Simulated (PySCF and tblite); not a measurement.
2 diastereomers of C5H7NO2, numbered alike:

| isomer | SMILES | descriptors (one enantiomer) |
| --- | --- | --- |
| A | [CH3:1][O:2][C@H:3]1[CH2:4][C@H:5]([C:6]#[N:7])[O:8]1 | 3R, 5R |
| B | [CH3:1][O:2][C@@H:3]1[CH2:4][C@H:5]([C:6]#[N:7])[O:8]1 | 3S, 5R |

Protocol: conformer search, at most 4 conformers an isomer, PBE0-D3(BJ)/def2-SVP geometries, energies B3LYP/def2-TZVP (IEF-PCM, chloroform) (D3(BJ) added where defined), GIAO shieldings PBE0/pcSseg-1 (IEF-PCM, chloroform), weights at 298.15 K with GFN2-xTB thermal terms. Programs: PySCF with density fitting and tblite.

Q: What shifts does each isomer give (ppm; of two unlike H on one atom, a is the less shielded)?

A: 
A: ¹H (against TMS): 5.34 (H3, 1H), 5.04 (H5, 1H), 3.40 (H1, 3H), 3.04 (H4a, 1H), 2.86 (H4b, 1H). ¹³C (against TMS): 128.6 (C6), 106.1 (C3), 63.0 (C5), 55.2 (C1), 37.5 (C4). ¹⁵N (against NH3): 303.5 (N7).

B: ¹H (against TMS): 5.23 (H3, 1H), 4.99 (H5, 1H), 3.52 (H1, 3H), 3.27 (H4a, 1H), 2.64 (H4b, 1H). ¹³C (against TMS): 127.7 (C6), 105.7 (C3), 63.0 (C5), 53.2 (C1), 35.9 (C4). ¹⁵N (against NH3): 302.8 (N7).

Unscaled ¹⁵N shifts at such levels can be off by tens of ppm; differences between conformers or isomers are more reliable. Shifts are unscaled: against experiment ¹³C can be off by 15 ppm or more and ¹H by 0.8 ppm. Thermal terms of a conformer that GFN2-xTB lacks, or places elsewhere, come from the nearest GFN2-xTB minimum; such a conformer stays in the set even outside the window.


¹⁵N shifts are against a computed isolated NH3 molecule, about 20 ppm from the liquid.